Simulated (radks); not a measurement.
Results of a calculation; reference values are marked as such.
Ionisation of the osmium ion Os2+, [Xe] 4f14 5d6, to Os3+, [Xe] 4f14 5d5, under several functionals. Scalar-relativistic Kohn-Sham, spin-polarised, spherical densities, point nucleus; open shells are filled with parallel spins first (spin-orbit coupling, left out, can overturn this in heavy ions); a radial shooting solver on a logarithmic mesh with Libxc functionals.

| functional | E(Os2+) (hartree) | Exc (hartree) | IE (eV) | -e(HOMO) (eV) | <r> HOMO (bohr) | IE error (eV) |
|---|---|---|---|---|---|---|
| LDA (Slater exchange, Perdew-Zunger correlation) | -17243.1102 | -327.9872 | 27.419 | 21.818 | 1.714 | +2.419 |
| revPBE | -17253.3585 | -338.2303 | 26.639 | 21.071 | 1.714 | +1.639 |
| LDA (Slater exchange, VWN5 correlation) | -17243.1404 | -328.0179 | 27.366 | 21.755 | 1.713 | +2.366 |
| PW91 | -17254.6735 | -339.5404 | 26.908 | 21.312 | 1.714 | +1.908 |
| PBEsol | -17248.0342 | -332.9011 | 26.796 | 21.246 | 1.708 | +1.796 |
| RPBE | -17253.5037 | -338.3761 | 26.668 | 21.074 | 1.719 | +1.668 |
| BP86 | -17255.0457 | -339.9066 | 26.988 | 21.421 | 1.710 | +1.988 |

NIST Atomic Spectra Database: 25 eV (theoretical). Closest: revPBE. The Delta-SCF values span 0.78 eV, the total energies 11.94 hartree. The highest occupied level is 5d. Open shells are spherical and high-spin; term and fine-structure splittings are not resolved. Spin-orbit splitting is averaged out at the scalar-relativistic level.
